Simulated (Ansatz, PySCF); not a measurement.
C2H8SSi, SMILES C[SiH](C)S.

Coordinates come from a B3LYP-D3(BJ)/def2-SVP optimisation. The values are those of a single conformer.

Vertical ionisation energy (IE) and electron affinity (EA) in eV. Rows of orbital energies are one-electron estimates. Where ΔSCF, EOM or ADC give a negative EA the extra electron is unbound and the value depends on the basis.

```json
[
 {"level": "−ε(HOMO), −ε(LUMO), ωB97X/def2-TZVP (PySCF)", "IE": "…", "EA": "…"},
 {"level": "−ε(HOMO), −ε(LUMO), PBE/def2-TZVP (PySCF)", "IE": "5.93", "EA": "0.33"},
 {"level": "ΔSCF, PBE0/def2-SVPD (Ansatz), final states of multiplicity 2 and 2", "IE": "9.31", "EA": "-1.40"},
 {"level": "ΔSCF, PBE/def2-SVPD (Ansatz), final states of multiplicity 2 and 2", "IE": "9.09", "EA": "-1.22"}
]
```

Problem. What belongs in the gaps? (Estimate from the structure and the level; the computed values follow.)

Solution. 
- −ε(HOMO), −ε(LUMO), ωB97X/def2-TZVP (PySCF), IE: 9.54
- −ε(HOMO), −ε(LUMO), ωB97X/def2-TZVP (PySCF), EA: -2.58

Problem. What vertical singlet–triplet gap does ΔSCF give with PBE0/def2-SVPD (Ansatz, a program for electronic structure) and with PBE/def2-SVPD (Ansatz)? (Estimate from the structure and the level; the computed values follow.)

Solution. 5.56 and 5.41 eV (triplet above singlet where positive).
